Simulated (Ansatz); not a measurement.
A run for Ansatz (a first-principles code): R-RI-MP2/cc-pV(Q+d)Z on CH4OSi (SMILES C[Si]O), a point of a torsion scan. Files ending in .json are basis or fitting sets from the Basis Set Exchange.

Ansatz 0.2 input:
```yaml
crystal:
  periodic: [false, false, false]
  atoms:
    - {symbol: C, position_ang: [0.86539989, -0.05992145, 0.03745760]}
    - {symbol: Si, position_ang: [-0.55698014, 1.21811967, -0.17909600]}
    - {symbol: O, position_ang: [-1.81224686, 0.49767545, 0.56547374]}
    - {symbol: H, position_ang: [0.61720130, -1.01872858, -0.42362643]}
    - {symbol: H, position_ang: [1.79157023, 0.28409058, -0.41786224]}
    - {symbol: H, position_ang: [1.07692574, -0.25011498, 1.09224940]}
    - {symbol: H, position_ang: [-1.81121763, -0.35902857, 0.99878476]}
basis:
  gaussian:
    orbitals: cc-pV_Q+d_Z.json
    fitting: {mean_field: def2-universal-JKFIT, correlation: cc-pVQZ-RIFIT.json}
magnetization: {spin_polarized: false}
correlation: {method: mp2, electrons: outside_noble_gas}
scf: {lower_state_search: off}
```

The head of its log:

```
WARN ansatz: RAYON_NUM_THREADS=1 ignored (pool sized by the plan → 1); use --threads N
Functional definition: HF
these checks for a lower state are left out or cut short: stability, starts, cluster_reference, orbital_swaps, neighbouring_geometries, increment
integrals: 0.29 GiB planned
352 factors; integrals over basis functions are off by at most 3.9e0 eV
mean field: 0.48 GiB planned
mean field evaluation 1: about -10991.5154 eV, gradient 4.3e1 eV
mean field evaluation 2: about -10994.1649 eV, gradient 2.6e1 eV
mean field evaluation 4: about -10995.3482 eV, gradient 1.4e0 eV
mean field -10995.35687076 eV, -404.0719120800 hartree, gradient 8.5e-7 eV, S^2 0.000000; 0 other end points of the search recorded, 0 dependent functions left out
7 core orbitals not correlated
642 factors; their error is unknown
reference -10995.35687076 eV, -404.0719120800 hartree; 9, 9 occupied and 278, 278 virtual orbitals, 642 factors
```

### Question
Predict the final total energy.

### Answer
-404.6338 hartree.
